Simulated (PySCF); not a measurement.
Pyranone, C5H4O2.
SMILES with atom numbers: `[O:1]=[c:2]1[cH:3][cH:4][o:5][cH:6][cH:7]1` (hydrogens: H8 on C3; H9 on C4; H10 on C6; H11 on C7)

Method used: CAM-B3LYP/def2-SVP geometry optimisation, gas phase (PySCF 2.14.0).

Task: What internal coordinates does the optimisation give?

Result: 
```tsv
bond	length (Å)	order
O1=C2	1.215	double
C2–C3, C2–C7	1.471	aromatic
C3–C4, C6–C7	1.342	aromatic
C4–O5, O5–C6	1.347	aromatic
C3–H8, C7–H11	1.090	single
C4–H9, C6–H10	1.091	single
```

Bonds in one row agree within 0.01 Å and their mean is given. Orders are formal, as drawn. A selection of angles:
```tsv
angle	degrees
O1–C2–C3	123.9
C3–C2–C7	112.4
C2–C3–C4	121.1
C2–C3–H8	118.6
C4–C3–H8	120.3
C3–C4–O5	123.5
C3–C4–H9	124.9
O5–C4–H9	111.5
C4–O5–C6	118.5
```

The 4 C–C bonds span 1.342 Å (C6–C7, drawn aromatic) to 1.471 Å (C2–C3, drawn aromatic), a spread of 0.129 Å. The 7 heavy atoms lie in one plane (0.003 Å rms). The 6-membered ring C2–C3–C4–O5–C6–C7 has internal angles of 112.4° to 123.5° (sum 720°, against 720° for a flat polygon); it is planar, 0.00 Å rms from its mean plane, widest ring torsion 0°. The C–O distances run from 1.215 Å (O1=C2, drawn double) to 1.347 Å (O5–C6, drawn aromatic), a spread of 0.132 Å.

Point group: C2v (every atom within 0.08 Å of its image). No frequency check.
